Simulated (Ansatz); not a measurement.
`ClC1=C(Cl)[SiH2]1` + H–F → `FC1=C(Cl)[SiH2]1` + HCl at 700 K and 1 bar (substitution at a C–Cl bond).

Isolated molecules relaxed with PBE0-D4/def2-TZVP in Ansatz; ΔE leaves out vibrations. CCSD(T)/CBS adds triple-zeta CCSD(T) − MP2 to the extrapolated MP2 energy (def2 sets, frozen cores). This one scheme is used for every species.

```
            species  CCSD(T)/CBS energy (Eh)  H − E (kJ/mol)  S (J/(mol·K))
`ClC1=C(Cl)[SiH2]1`              -1285.86261           141.0          416.8
                H–F               -100.39570            45.2          198.5
 `FC1=C(Cl)[SiH2]1`               -925.86117           142.9          408.3
                HCl               -460.38127            38.4          211.8
```

H − E and S are ideal-gas, rigid-rotor, harmonic terms from PBE0-D4/def2-TZVP. 1 Eh = 2625.50 kJ/mol, R = 8.31446 J/(mol·K).

Q: By hand: ΔE, ΔH, ΔS and ΔG.

A: ΔE = (-925.86117) + (-460.38127) − (-1285.86261) − (-100.39570) = 0.01587 Eh = 41.7 kJ/mol. Δ(H − E) = 142.9 + 38.4 − 141.0 − 45.2 = -4.9, so ΔH = 36.8 kJ/mol. ΔS = 408.3 + 211.8 − 416.8 − 198.5 = 4.8 J/(mol·K). ΔG = 36.8 − 700 × (4.8)/1000 = 33.4 kJ/mol.

Q: By hand: the equilibrium constant, and the temperature at which ΔG would vanish if ΔH and ΔS stayed fixed.

A: log₁₀ K = −ΔG/(RT ln 10) = -2.5. ΔG = 0 at ΔH/ΔS = 7667 K, far beyond where these terms or the molecules hold.

The number of gas molecules stays the same, so ΔS is small and ΔH decides. A doubt of 5 kJ/mol in ΔE shifts log₁₀ K by 0.4 here. These are equilibria of isolated gas molecules and say nothing of rates. Largest T1 diagnostic: 0.013 (customary marks: 0.02 for closed shells, 0.045 for open ones).
